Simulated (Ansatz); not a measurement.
Input file for BH6NSeSi (`NB[Se][SiH3]`):

```yaml
crystal:
  periodic: [false, false, false]
  atoms:
    - {symbol: N, position_ang: [-0.828055, 1.192499, -0.750878]}
    - {symbol: B, position_ang: [0.244023, 0.635553, -1.431882]}
    - {symbol: Se, position_ang: [1.448941, -0.745417, -0.730106]}
    - {symbol: Si, position_ang: [0.460738, -1.180149, 1.267837]}
    - {symbol: H, position_ang: [-1.401724, 1.904069, -1.170653]}
    - {symbol: H, position_ang: [-1.088548, 0.973498, 0.195862]}
    - {symbol: H, position_ang: [0.497710, 1.000057, -2.539813]}
    - {symbol: H, position_ang: [-0.803883, -1.942740, 1.100506]}
    - {symbol: H, position_ang: [0.137017, 0.084458, 1.985332]}
    - {symbol: H, position_ang: [1.416981, -1.973027, 2.076692]}
basis:
  gaussian: {orbitals: def2-TZVPP}
correlation: {method: ccsd_t}
```

```sh
$ ansatz run in.yaml --threads 4 --pin off --events-out ev --progress --plain --max-ram 10444MiB
```

Log, shortened:

```
Functional definition: HF
1410 factors; integrals over basis functions are off by at most 1.1e-3 eV
mean field evaluation 1: about -75414.0604 eV, gradient 3.4e1 eV
mean field evaluation 2: about -75414.2714 eV, gradient 3.4e1 eV
mean field evaluation 4: about -75417.3067 eV, gradient 3.5e0 eV
mean field evaluation 8: about -75417.3643 eV, gradient 2.7e-1 eV
mean field -75417.36465777 eV, -2771.5370314472 hartree, gradient 4.3e-6 eV, S^2 0.000000; 0 other end points of the search recorded, 0 dependent functions left out
16 core orbitals not correlated: weight in the atoms' cores, before any rotation towards them, 1.000 or more for the frozen orbitals, at most 0.000 for the correlated occupied ones
reference -75417.36465777 eV, -2771.5370314472 hartree; 17, 17 occupied and 203, 203 virtual orbitals, 1410 factors
second order -19.54563556 eV of doubles, -0.00000000 eV of singles
cycle   1  -20.01770100 eV  change   -4.7e-1 eV  update   9.8e-2
cycle   2  -20.56648690 eV  change   -5.5e-1 eV  update   2.8e-2
cycle   3  -20.64837481 eV  change   -8.2e-2 eV  update   1.4e-2
cycle   4  -20.63358700 eV  change    1.5e-2 eV  update   4.1e-3
cycle   5  -20.63449312 eV  change   -9.1e-4 eV  update   1.8e-3
cycle   6  -20.63433047 eV  change    1.6e-4 eV  update   4.7e-4
cycle   7  -20.63411260 eV  change    2.2e-4 eV  update   1.4e-4
cycle   8  -20.63416579 eV  change   -5.3e-5 eV  update   5.0e-5
cycle   9  -20.63417957 eV  change   -1.4e-5 eV  update   1.6e-5
perturbative correction -0.80346177 eV, -0.0295266754 hartree
Total energy: -75438.80229911 eV, -2772.3248502356 hartree
```

Run time 2.4 min (4 threads of an Arm Neoverse V1 on a shared host); peak host memory 4.2 GiB.

Correlation energy per correlated electron: -0.631 eV. T1 diagnostic: 0.0114.
